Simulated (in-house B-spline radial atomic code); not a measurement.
## N II (N+): [He] 2s2 2p1 3d1 (an excited or competing configuration)

Computed with an all-electron radial atomic-structure program (B-spline basis): non-relativistic SCAN, spin-polarised, spherical fractional occupations, point nucleus.

Effective charges: Z_r = [3n² - l(l+1)]/(2<r>) from the radius, Z_e = n√(-2ε) from the energy, and Slater's rules. Values are occupation-weighted means over spin.

| shell | electrons | ε (eV) | <r> (bohr) | Z_r | Z_e | Slater |
| --- | --- | --- | --- | --- | --- | --- |
| 1s | 2 | -421.86 | 0.2289 | 6.55 | 5.57 | 6.70 |
| 2s | 2 | -43.304 | 1.178 | 5.09 | 3.57 | 4.60 |
| 2p | 1 | -32.251 | 1.143 | 4.37 | 3.08 | 4.60 |
| 3d | 1 | -4.389 | 4.896 | 2.14 | 1.70 | 2.00 |

The least bound orbital is 3d up at -4.389 eV, and it is also the most diffuse (<r> = 4.896 bohr).
